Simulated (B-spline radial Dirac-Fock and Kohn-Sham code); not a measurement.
In the model described below, an N2 (4p1/2) vacancy in hafnium as Hf⁵⁺ in the configuration [Xe] 4f13, lives for 0.060 fs, which corresponds to a natural width of 11.0 eV. Out of 1000 such holes, about 0.13 decay by emitting a photon, 992 by a Coster-Kronig transition that moves the hole within the N shell, and the rest by ordinary Auger emission. The strongest X-ray line is N2-N4 at 219.9 eV, with 84 % of the radiative rate. The strongest electron group is N2-N4N7 near 102 eV, with 41 % of the non-radiative rate. The Coster-Kronig yields by final subshell (the deeper hole where both stay in the shell) are N4 0.770, N5 0.118, N6 0.063, N7 0.041. Independent-particle models tend to overestimate Coster-Kronig rates.

Model: independent-particle radiative and Coulomb Auger rates from relativistic LDA hole-state orbitals, with Dirac-Fock energies. Program: an atomic code on a B-spline grid.

Values without a named source are computed, but for edge energies of neutral atoms, which are taken from tables.
